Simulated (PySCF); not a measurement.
Diagnose this run.

A geometry optimisation on C2H6BNO, SMILES `CC#[N+][BH2-]O`. The calculation used PySCF, PBE0-D3(BJ)/def2-SVP geometry optimisation, gas phase.

Driver input (Å, GFN2-xTB start):

```
{"job": {"xc": "PBE0", "basis": "def2-SVP", "d3": "d3bj", "grid": 1, "shake": 0.01, "kind": "geom"}, "charge": 0, "multiplicity": 1}
C     -2.1456     0.2890     0.3129
C     -0.8392    -0.1623     0.0922
N      0.2084    -0.5543    -0.0945
B      1.7730    -0.5440    -0.5986
O      2.1283     0.8160    -0.5269
H     -2.7814     0.0889    -0.5660
H     -2.1336     1.3922     0.4566
H     -2.5808    -0.1552     1.1850
H      1.5882    -0.8997    -1.7008
H      2.2881    -1.3250     0.1347
H      2.5328     1.0285     0.3296
```

Output:

```
step   0  E = -234.20170822  max force = 0.035820
step   1  E = -234.20875868  max force = 0.005045
step   2  E = -234.20908870  max force = 0.004338
step   3  E = -234.20961887  max force = 0.002531
step   4  E = -234.20975772  max force = 0.002442
step   5  E = -234.20982455  max force = 0.001837
step   6  E = -234.20985307  max force = 0.001332
step   7  E = -234.20987398  max force = 0.001788
step   8  E = -234.20977359  max force = 0.002546
step   9  E = -234.20984123  max force = 0.002164
step  10  E = -234.20986599  max force = 0.001941
step  11  E = -234.20926127  max force = 0.008693
step  12  E = -234.20986960  max force = 0.001569
step  13  E = -234.20987390  max force = 0.001298
step  14  E = -234.20987847  max force = 0.001135
step  15  E = -234.20987717  max force = 0.001191
step  16  E = -234.20987645  max force = 0.001179
step  17  E = -234.20987696  max force = 0.001181
step  18  E = -234.20987725  max force = 0.001178
step  19  E = -234.20987765  max force = 0.001175
step  20  E = -234.20987817  max force = 0.001172
step  21  E = -234.20987887  max force = 0.001166
step  22  E = -234.20987974  max force = 0.001158
step  23  E = -234.20988075  max force = 0.001147
step  24  E = -234.20988183  max force = 0.001131
step  25  E = -234.20988261  max force = 0.001116
step  26  E = -234.20988316  max force = 0.001106
step  27  E = -234.20988370  max force = 0.001112
step  28  E = -234.20988425  max force = 0.001165
step  29  E = -234.20988424  max force = 0.001237
step  30  E = -234.20988416  max force = 0.001269
step  31  E = -234.20988417  max force = 0.001264
step  32  E = -234.20988418  max force = 0.001255
step  33  E = -234.20988419  max force = 0.001255
step  34  E = -234.20988420  max force = 0.001253
step  35  E = -234.20988422  max force = 0.001252
step  36  E = -234.20988423  max force = 0.001251
step  37  E = -234.20988428  max force = 0.001250
step  38  E = -234.20988435  max force = 0.001246
step  39  E = -234.20988444  max force = 0.001242
step  40  E = -234.20988462  max force = 0.001236
step  41  E = -234.20988493  max force = 0.001224
step  42  E = -234.20988561  max force = 0.001188
step  43  E = -234.20988563  max force = 0.001199
step  44  E = -234.20988580  max force = 0.001241
step  45  E = -234.20988591  max force = 0.001228
optimisation not converged
```

Energies are in Eh and forces in Eh/bohr.

**Question.** Which diagnosis fits best?
A. step limit reached with the energy going up and down
B. step limit reached with the energy nearly constant
C. step limit reached while the energy was still falling

**Answer.** B. After 46 gradient evaluations the largest force component was 0.00123 Eh/bohr against a threshold of 0.00045, and over the last 5 steps the energy changed by -0.001 kcal/mol in all, within a range of 0.001 kcal/mol, the last step by 0.000 kcal/mol. The energy rose in 3 of the 45 steps.

**Question.** What would you do next?

**Answer.** Restart from the last geometry, if need be with a computed Hessian or a finer grid, and confirm the end point by frequencies.
